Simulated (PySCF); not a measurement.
CH5BOSe. Atoms are numbered in the order given.

```xyz
9

B     -0.1267     0.9345     0.0000
C      1.1561     1.8530     0.0000
H      1.1549     2.5126    -0.8866
H      1.1549     2.5126     0.8866
H      2.1042     1.2959     0.0000
O     -1.3948     1.4228     0.0000
H     -1.4330     2.3884     0.0000
Se     0.0948    -1.0165     0.0000
H     -1.3486    -1.3217     0.0000
```
Charge 0, spin multiplicity 1.

Geometry optimised at B3LYP-D3(BJ)/def2-SVP. The structure was generated by enumeration, and PubChem lists no compound with its InChIKey, so it may never have been made. One conformer was computed; it need not be the lowest.

Level of theory: TDA-LC-ωPBE/def2-SVPD run with PySCF.

Vertical excitations.  State labels are in the subgroup Cs.

Computed UV-visible absorptions:
```
state  symmetry  energy (eV)  λ (nm)      f                                                               main pairs
-----  --------  -----------  ------  -----  -----------------------------------------------------------------------
S1           A"         6.00     207  0.005                                                         HOMO→LUMO+4 73 %
S2           A'         6.62     187  0.189                                                         HOMO→LUMO+2 84 %
S3           A"         6.87     180  0.076                                         HOMO→LUMO 62 %, HOMO→LUMO+1 16 %
S4           A"         7.21     172  0.000                                   HOMO−1→LUMO+2 76 %, HOMO−1→LUMO+5 13 %
S5           A"         7.69     161  0.005                                         HOMO→LUMO+1 66 %, HOMO→LUMO 13 %
S6           A"         8.04     154  0.003                                                         HOMO→LUMO+3 87 %
S7           A'         8.12     153  0.018                                     HOMO−1→LUMO 46 %, HOMO−1→LUMO+4 37 %
S8           A'         8.29     150  0.029                                                         HOMO→LUMO+5 80 %
S9           A'         8.56     145  0.156   HOMO−1→LUMO 35 %, HOMO−1→LUMO+4 26 %, HOMO→LUMO+5 8 %, HOMO−2→LUMO 6 %
S10          A"         8.69     143  0.100  HOMO→LUMO+7 39 %, HOMO−2→LUMO+2 17 %, HOMO→LUMO+6 12 %, HOMO→LUMO+4 8 %
T1           A"         5.46     227      0                                                         HOMO→LUMO+4 71 %
T2           A'         5.54     224      0                                       HOMO→LUMO+2 82 %, HOMO→LUMO+5 15 %
T3           A"         6.49     191      0                     HOMO−1→LUMO+2 34 %, HOMO→LUMO 33 %, HOMO→LUMO+1 10 %
T4           A"         6.71     185      0                    HOMO−1→LUMO+2 44 %, HOMO→LUMO 24 %, HOMO−1→LUMO+5 8 %
```
Triplets are in the Tamm–Dancoff approximation.
